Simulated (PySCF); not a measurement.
All values below come from PBE-D3(BJ)/def2-TZVP in PySCF. Isolated molecules, 0 K electronic values unless said otherwise. One relaxed conformer stands for a flexible species; it need not be the lowest. 

Reference species (SMILES): `CC(=S)S` (S–C–S–H torsion 0°) (neutral, multiplicity 1).

* **HOMO–LUMO gap**: 2.41 eV
* **S1 oscillator strength**: 0.000
* **LUMO**: -2.92 eV

After one change: the HOMO–LUMO gap falls by 0.37 eV; the S1 oscillator strength hardly moves; the LUMO decreases by 0.42 eV.

Task: What was changed between the two runs? The new species is one of these.
A. `C1SCS1`
B. `S/C=C\S` (H–S–C–C torsion 180°, C–C–S–H torsion -180°)
C. `C=C(S)S` (S–C–S–H torsion 0°, S–C–S–H torsion 180°)
D. `S=CCS` (S–C–C–S torsion 113°, C–C–S–H torsion 76°)

Result: D, `S=CCS` (S–C–C–S torsion 113°, C–C–S–H torsion 76°)
